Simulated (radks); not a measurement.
Sn II, configuration [Kr] 4d10 5s2 5p1 (the NIST ground configuration). Method: scalar-relativistic Kohn-Sham, r2SCAN, spin-polarised, spherical densities, finite nucleus; open shells are filled with parallel spins first (spin-orbit coupling, left out, can overturn this in heavy ions); meta-GGA in the generalised Kohn-Sham scheme; Fermi nuclear charge, rms radius 4.6519 fm; computed with a radial shooting solver on a logarithmic mesh with Libxc functionals.

Local quantities along the radius. ELF = 1/(1 + alpha^2) is the electron localisation function; alpha = (tau - tau_W)/tau_unif compares the Pauli kinetic energy density with that of the uniform gas (summed over spins). tau is taken from the large components.

```
   r/bohr * ELF (the largest magnitude, 0.999, reaches the edge; | marks zero)
 0.002076 |                                                      *
 0.002398 |                                                      *
 0.002769 |                                                      *
 0.003198 |                                                      *
 0.003693 |                                                      *
 0.004265 |                                                      *
 0.004966 |                                                      *
 0.005735 |                                                      *
 0.006623 |                                                      *
 0.007649 |                                                      *
 0.008833 |                                                      *
   0.0102 |                                                      *
  0.01178 |                                                      *
  0.01372 |                                                     *
  0.01584 |                                                     *
  0.01829 |                                                   *
  0.02113 |                                                 *
   0.0244 |                                            *
  0.02818 |                                   *
  0.03254 |                          *
  0.03788 |                   *
  0.04375 |                *
  0.05053 |                   *
  0.05835 |                         *
  0.06739 |                                 *
  0.07783 |                                      *
  0.08989 |                                         *
   0.1046 |                                       *
   0.1208 |                                *
   0.1396 |                       *
   0.1612 |                 *
   0.1861 |                  *
    0.215 |                          *
   0.2483 |                                    *
    0.289 |                                         *
   0.3338 |                                         *
   0.3855 |                                  *
   0.4452 |                  *
   0.5142 |         *
   0.5938 |              *
   0.6858 |                              *
   0.7983 |                                        *
    0.922 |                                         *
    1.065 |                                     *
     1.23 |                              *
     1.42 |                     *
     1.64 |               *
    1.894 |              *
    2.205 |                   *
    2.547 |                          *
    2.941 |                                *
    3.397 |                                *
    3.923 |                         *
     4.53 |              *
    5.232 |    *
    6.091 |*
    7.034 *
    8.124 *
```

On this mesh the ELF has minima near r = 0.044, 0.16, 0.51, 1.9 bohr, which separate the shells, and maxima near 0.090 (0.76), 0.29 (0.76), 0.92 (0.76), 3.4 (0.60).
